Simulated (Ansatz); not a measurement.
Single points on the cluster Be₄Te₄.

```yaml
crystal:
  periodic: [false, false, false]
  atoms:
    - {symbol: Be, position_ang: [-0.443215, 1.950042, 0.124330]}
    - {symbol: Be, position_ang: [-1.335461, -0.389072, 1.452747]}
    - {symbol: Be, position_ang: [1.337857, 0.389014, -1.449513]}
    - {symbol: Be, position_ang: [0.443211, -1.951085, -0.124026]}
    - {symbol: Te, position_ang: [-1.660630, -2.396935, 0.510102]}
    - {symbol: Te, position_ang: [2.518938, -1.385594, -0.755226]}
    - {symbol: Te, position_ang: [-0.927237, 1.648854, 2.292793]}
    - {symbol: Te, position_ang: [0.066538, 2.134776, -2.051218]}
basis:
  gaussian: {orbitals: def2-TZVP, initial_orbitals: start.molden}
hamiltonian: {xc: pbe0, dispersion: d4}
scf: {omitted_lower_state_checks: [starts]}
output: {orbitals: {seedname: orbitals}}
```

The file start.molden holds the orbitals of an earlier run on this structure, at another level or in another basis.

```sh
$ ansatz run in.yaml --threads 4 --pin off --events-out ev --progress --plain --max-ram 8704MiB
```

Output, abridged:

```
Functional definition: PBE0
2316 factors; their error is unknown
mean field evaluation 1: about -30783.2525 eV, gradient 4.7e1 eV
mean field evaluation 2: about -30784.8000 eV, gradient 1.6e0 eV
mean field evaluation 4: about -30785.3970 eV, gradient 9.6e-1 eV
mean field evaluation 8: about -30785.3980 eV, gradient 7.0e-6 eV
mean field -30785.39797130 eV, -1131.3425083529 hartree, gradient 7.0e-6 eV, S^2 0.000000; 0 other end points of the search recorded, 0 dependent functions left out
reference -30785.39800491 eV, -1131.3425095881 hartree; 56, 56 occupied and 220, 220 virtual orbitals, 2316 factors
Total energy: -30785.83326458 eV, -1131.3585050860 hartree
Checks for a lower state left out: starts
```

Run time 7.5 s (4 threads of Arm Neoverse V2 on a shared host), peak host memory 1.4 GiB.

As the first input, with `hamiltonian: {xc: lda}` (abridged; 2.1 s):

```
Functional definition: SPW92
mean field -30723.00168523 eV, -1129.0494871337 hartree, gradient 9.5e-6 eV, S^2 0.000000
Total energy: -30723.00172740 eV, -1129.0494886836 hartree
Checks for a lower state left out: starts
```

The first input with `hamiltonian: {xc: pbe, dispersion: d4}`, `output: {forces: true, orbitals: {seedname: orbitals}}` (abridged; 4.5 s):

```
Functional definition: PBE
mean field -30782.61935784 eV, -1131.2403961919 hartree, gradient 7.6e-5 eV, S^2 0.000000
Total energy: -30783.09607315 eV, -1131.2579151563 hartree
Atom 0 force     0.048263    -0.207303    -0.012579 eV/Å
Atom 1 force     0.143122     0.042617    -0.158064 eV/Å
Atom 2 force    -0.144157    -0.042509     0.156155 eV/Å
Atom 3 force    -0.047353     0.208570     0.013177 eV/Å
Atom 4 force    -0.066435    -0.081393     0.004609 eV/Å
Atom 5 force     0.092178    -0.040523    -0.009484 eV/Å
Atom 6 force    -0.014328     0.053443     0.085264 eV/Å
Atom 7 force    -0.011289     0.067099    -0.079079 eV/Å
Dipole moment:     0.000959    -0.000387     0.001387 e Å
Checks for a lower state left out: starts
```

The first input with `hamiltonian: {xc: {name: PBE-QIDH}}` and without the key `output` (abridged; 15 s):

```
Functional definition: PBE-QIDH
mean field -30747.25388641 eV, -1129.9407390884 hartree, gradient 2.0e-6 eV, S^2 0.000000
16 core orbitals not correlated: weight in the atoms' cores, before any rotation towards them, 1.000 or more for the frozen orbitals, at most 0.000 for the correlated occupied ones
second order -62.98612558 eV of doubles, -0.00000000 eV of singles
Total energy: -30768.24927531 eV, -1130.7123053992 hartree
Checks for a lower state left out: starts
```

As the first input, with `gaussian: {orbitals: def2-SVP, initial_orbitals: start.molden}`, `correlation: {method: ccsd_t}` and without the key `hamiltonian` (abridged; 60 s):

```
Functional definition: HF
mean field -30661.22504538 eV, -1126.7792374930 hartree, gradient 1.4e-6 eV, S^2 0.000000
16 core orbitals not correlated: weight in the atoms' cores, before any rotation towards them, 1.000 or more for the frozen orbitals, at most 0.000 for the correlated occupied ones
second order -15.42193801 eV of doubles, -0.00000000 eV of singles
cycle   1  -15.77770365 eV  change   -3.6e-1 eV  update   1.2e-1
cycle   2  -16.18974200 eV  change   -4.1e-1 eV  update   3.7e-2
cycle   3  -16.27758093 eV  change   -8.8e-2 eV  update   2.1e-2
cycle   4  -16.26972566 eV  change    7.9e-3 eV  update   6.0e-3
cycle   5  -16.26810242 eV  change    1.6e-3 eV  update   2.6e-3
cycle   6  -16.26785235 eV  change    2.5e-4 eV  update   8.5e-4
cycle   7  -16.26780611 eV  change    4.6e-5 eV  update   4.2e-4
cycle   8  -16.26795749 eV  change   -1.5e-4 eV  update   1.4e-4
cycle   9  -16.26797970 eV  change   -2.2e-5 eV  update   5.2e-5
perturbative correction -0.67977552 eV, -0.0249812895 hartree
Total energy: -30678.17280060 eV, -1127.4020560096 hartree
Checks for a lower state left out: starts
```

First input, but with `hamiltonian: {xc: r2scan, dispersion: d4}` (abridged; 8.5 s):

```
Functional definition: r2SCAN
mean field -30797.40926749 eV, -1131.7839153465 hartree, gradient 2.0e-5 eV, S^2 0.000000
Total energy: -30797.52803929 eV, -1131.7882801297 hartree
Checks for a lower state left out: starts
```

Geometry: B3LYP-D4/def2-SVP.

In the def2 sets Te takes a core potential; there is no spin–orbit coupling. Correlated methods freeze 16 core orbitals; core or outer-core shells of Te are correlated, in sets that lack core-valence functions. Another isomer (singlet) lies 1.17 eV lower at PBE0-D4/def2-TZVP; other spin states weren't run for this one.
